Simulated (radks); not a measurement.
Question: Pr XLIV, configuration [Ne] 3s2 3p4 (the NIST ground configuration). Calculated with a radial shooting solver on a logarithmic mesh with Libxc functionals: scalar-relativistic Kohn-Sham, PBE, spin-unpolarised, spherical densities, point nucleus. Some entries of the table are withheld. Estimate them.

orbital,occ.,eigenvalue (hartree),<1/r> (bohr^-1),<r> (bohr)
1s,2,-1636.063,(1),0.02409
2s,2,-342.7700,15.11,0.1018
2p,6,-317.5960,14.25,(2)
3s,2,-133.2312,(3),0.2483
3p,4,-125.4525,5.792,0.2416

Answer: 
(1) 1s <1/r> (bohr^-1): 64.70
(2) 2p <r> (bohr): 0.08930
(3) 3s <1/r> (bohr^-1): 6.067
